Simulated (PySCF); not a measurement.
**NMR data sheet: 2-chloro-1,4-dimethoxybenzene**

- Formula: C8H9ClO2
- SMILES: COc1ccc(OC)c(Cl)c1
- InChI: InChI=1S/C8H9ClO2/c1-10-6-3-4-8(11-2)7(9)5-6/h3-5H,1-2H3
- Point group of the computed structure: Cs
- Degrees of unsaturation: 4
- Carbon signals: 8
- Proton signals: 5

Mapped SMILES: `[CH3:1][O:2][c:3]1[cH:4][cH:5][c:6]([O:7][CH3:8])[c:9]([Cl:10])[cH:11]1`; H(Xn) means a hydrogen on atom n.

[PySCF: geometry: GFN2-xTB; GIAO PBE0/pcSseg-1 shieldings; single conformer; non-relativistic Hamiltonian; averaged over atoms made equivalent by symmetry, fast rotation or ring inversion; no solvent]

Chemical shifts δ = σref − σ; TMS for 1H, 13C; 17O vs H2O, all at this level.

| carbon | δC, type | δH (multiplicity) | HMBC from (2–3 bonds) | span of the C tensor (ppm) |
| --- | --- | --- | --- | --- |
| C1 | 56.1, CH3 | 3.87 (s) | – | 76 |
| C3 | 159.9, C | – | H(C4), H(C11), H(C5), H(C1) | 162 |
| C4 | 121.2, CH | 7.02 (d) | H(C11), H(C5) | 183 |
| C5 | 114.3, CH | 6.75 (d) | H(C4) | 195 |
| C6 | 155.8, C | – | H(C4), H(C11), H(C5), H(C8) | 154 |
| C8 | 56.0, CH3 | 3.95 (s) | – | 77 |
| C9 | 133.6, C | – | H(C11), H(C5) | 143 |
| C11 | 115.7, CH | 6.85 (s) | H(C4) | 167 |

Other nuclei:
```json
{"atoms": "O7", "nucleus": "17O", "environment": "ether oxygen", "δ (ppm)": "97.1", "σ (ppm)": "239.0"}
{"atoms": "O2", "nucleus": "17O", "environment": "ether oxygen", "δ (ppm)": "96.2", "σ (ppm)": "239.9"}
```

1. Carbon types of the structure: 3 × C, 3 × CH, 2 × CH3, which accounts for all hydrogens.
2. δC 159.9, 155.8: aromatic carbon bearing oxygen; an ipso carbon deshielded by its heteroatom.
3. δC 133.6: aromatic carbon bearing chlorine.
4. δC 121.2, 115.7, 114.3: aromatic CH.
5. δH 7.02, 6.85, 6.75: hydrogen on an aromatic CH; π donation from the O or N substituent shields it against benzene.
6. δH 3.95, 3.87: hydrogen on a methyl carbon bonded to O; its carbon carries O, hence the downfield position.

Carbons that carry Cl, above all several Cl atoms, come out too deshielded, partly because spin–orbit coupling is missing. Shifts are as computed. Against solution values, carbons near 30 ppm lie about +3 ppm off and those near 130 ppm about +5 ppm; carbons on Cl a further +6 ppm. Of 1211 compounds with measured shifts, 218 miss one by over three times the rms of a fit or turn the order of signals round; such compounds aren't used in these exercises. Experimental scales use liquid or dissolved standards, which lie at an offset from isolated H2O (liquid H2O: subtract about 36 ppm). Multiplicities follow the n + 1 count of equivalent neighbours, as no J values were calculated; m marks all less simple cases, F and P coupling included.
